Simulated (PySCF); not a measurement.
# Electron correlation in Cd (cadmium, neutral)

[Kr] 4d10 5s1 5p1, high-spin 3P determinant (an excited configuration). Calculation: PySCF 2.14, in ANO-RCC-VTZP; scalar relativity by spin-free X2C-1e. Frozen: [Ar] 3d10; 20 electrons correlated.

| level | correlation energy (mhartree) |
| --- | --- |
| CCSD | -523.86 |
| (T) | -13.47 |
| CCSD(T) | -537.33 |

Diagnostics: T1 = 0.013, D1 = 0.0535, largest double amplitude 0.027.

Cost of the coupled-cluster step: roughly 21 core-seconds, for 20 correlated electrons.

Iterations:

```
CC2 = 0
CCSD nocc = (np.int64(11), np.int64(9)), nmo = (54, 54)
frozen orbitals [[0, 1, 2, 3, 4, 5, 6, 7, 8, 9, 10, 11, 12, 13], [0, 1, 2, 3, 4, 5, 6, 7, 8, 9, 10, 11, 12, 13]]
max_cycle = 100
direct = 0
conv_tol = 1e-08
conv_tol_normt = 1e-06
diis_space = 8
diis_start_cycle = 0
Init t2, MP2 energy = -0.545556204285147
Init E_corr(UCCSD) = -0.545556204296842
cycle = 1  E_corr(UCCSD) = -0.51049170769506  dE = 0.0350644966  norm(t1,t2) = 0.0781763
cycle = 2  E_corr(UCCSD) = -0.524234345131858  dE = -0.0137426374  norm(t1,t2) = 0.0224211
cycle = 3  E_corr(UCCSD) = -0.522925121878507  dE = 0.00130922325  norm(t1,t2) = 0.0106142
cycle = 4  E_corr(UCCSD) = -0.523808352535477  dE = -0.000883230657  norm(t1,t2) = 0.00453846
cycle = 5  E_corr(UCCSD) = -0.52389753729478  dE = -8.91847593e-05  norm(t1,t2) = 0.000861873
cycle = 6  E_corr(UCCSD) = -0.523840076036602  dE = 5.74612582e-05  norm(t1,t2) = 0.000414501
cycle = 7  E_corr(UCCSD) = -0.523856157279331  dE = -1.60812427e-05  norm(t1,t2) = 0.000143681
cycle = 8  E_corr(UCCSD) = -0.523860720806658  dE = -4.56352733e-06  norm(t1,t2) = 4.6749e-05
cycle = 9  E_corr(UCCSD) = -0.523858573674658  dE = 2.147132e-06  norm(t1,t2) = 2.78341e-05
cycle = 10  E_corr(UCCSD) = -0.523858345953046  dE = 2.27721612e-07  norm(t1,t2) = 5.30202e-06
cycle = 11  E_corr(UCCSD) = -0.523858587708249  dE = -2.41755203e-07  norm(t1,t2) = 1.22986e-06
cycle = 12  E_corr(UCCSD) = -0.523858551592076  dE = 3.61161734e-08  norm(t1,t2) = 2.71461e-07
cycle = 13  E_corr(UCCSD) = -0.523858551700487  dE = -1.08411724e-10  norm(t1,t2) = 7.19979e-08
UCCSD converged
E(UCCSD) = -5591.574686420171  E_corr = -0.5238585517004872
UCCSD(T) correction = -0.0134740246271335
```

The basis was made for the ground configuration and has no added diffuse functions, which can raise the energy of the promoted electron.
